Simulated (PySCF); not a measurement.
Exercise with solution: refractive index and permittivity of the vapour

C₃H₈As, SMILES C[As]([CH2])C, multiplicity 2.

Coordinates come from a PBE0-D3(BJ)/def2-SVP optimisation. The isomer is the one that the SMILES or the coordinates give; other isomers of the formula were not compared.

ωB97X/def2-TZVP in PySCF gives a mean static polarisability of 68.4 bohr³ and a dipole moment of 0.82 D. Take an ideal gas at 298.15 K and 1 bar, whether or not the substance is that volatile.

Problem. Work out n − 1 in the optical limit and the static ε − 1.

Solution. 
Polarisability volume α' = 68.4 × 0.148185 = 10.14 Å³. Number density N = p/kT = 2.43e-5 Å⁻³.
Dilute limit of Lorentz–Lorenz: n − 1 = 2π N α' = 0.0015.
Orientation term of Debye: μ²/(3kT) = 8.098 Å³ × μ²(D²) = 5.44 Å³.
ε − 1 = 4π N (α' + μ²/3kT) = 0.0048. Orientation of the dipole supplies 35 % of the static response; it can't follow optical fields. Vibrational polarisation and dispersion are left out.
